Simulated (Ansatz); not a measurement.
Mean bond length (Å) of eight silicon and germanium compounds: PBE-D3(BJ) beside B3LYP-D3(BJ), computed with Ansatz (an electronic-structure program) for isolated molecules in the bases named; differences from unrounded values. The eight are the first of their class met in an unordered collection, after screening for sound electronic states; none was chosen by its value. Each level has its own optimised geometry.

```json
[
 {"molecule": "C2H6N2OSi, SMILES C[Si@@H](N)N=C=O", "basis": "def2-SVP", "B3LYP-D3(BJ)": "1.321"},
 {"molecule": "Si(H)(Cl)(Me)(NH2) (CH₆ClNSi), SMILES N[SiH](Cl)C", "basis": "def2-SVP", "B3LYP-D3(BJ)": "1.391"},
 {"molecule": "B₂H₆O₄Si, SMILES OB(O)[SiH2]B(O)O", "basis": "def2-SVP", "B3LYP-D3(BJ)": "1.369"},
 {"molecule": "C4H8OSi, SMILES C[SiH]1CC(=O)C1", "basis": "def2-SVP", "B3LYP-D3(BJ)": "1.371"},
 {"molecule": "Si(F)(Me)2(SeH) (C₂H₇FSeSi), SMILES C[Si](C)(F)[SeH]", "basis": "def2-SVP", "B3LYP-D3(BJ)": "1.433"},
 {"molecule": "Cl2FH5Si3, SMILES F[SiH2][SiH2][SiH](Cl)Cl", "basis": "def2-SVP", "B3LYP-D3(BJ)": "1.794"},
 {"molecule": "trichloro(fluoromethyl)silane (CH2Cl3FSi), SMILES FC[Si](Cl)(Cl)Cl", "basis": "def2-SVP", "B3LYP-D3(BJ)": "1.664"},
 {"molecule": "C₂H₇F₂NSi, SMILES [SiH2](CC(F)F)N", "basis": "def2-SVP", "B3LYP-D3(BJ)": "1.350"}
]
```

### Question
Estimate the PBE-D3(BJ) values and say how PBE-D3(BJ) differs from B3LYP-D3(BJ) over the set. (Estimate from the structure and the level; the computed values follow.)

### Answer

```tsv
molecule	PBE-D3(BJ)	difference
C2H6N2OSi, SMILES C[Si@@H](N)N=C=O	1.330	0.009
Si(H)(Cl)(Me)(NH2) (CH₆ClNSi), SMILES N[SiH](Cl)C	1.399	0.008
B₂H₆O₄Si, SMILES OB(O)[SiH2]B(O)O	1.377	0.008
C4H8OSi, SMILES C[SiH]1CC(=O)C1	1.378	0.007
Si(F)(Me)2(SeH) (C₂H₇FSeSi), SMILES C[Si](C)(F)[SeH]	1.440	0.007
Cl2FH5Si3, SMILES F[SiH2][SiH2][SiH](Cl)Cl	1.803	0.010
trichloro(fluoromethyl)silane (CH2Cl3FSi), SMILES FC[Si](Cl)(Cl)Cl	1.671	0.007
C₂H₇F₂NSi, SMILES [SiH2](CC(F)F)N	1.359	0.009
```
PBE-D3(BJ) lies below B3LYP-D3(BJ) in 0 and above it in 8 of the eight; the mean signed difference is 0.008 and the largest 0.010 Å.
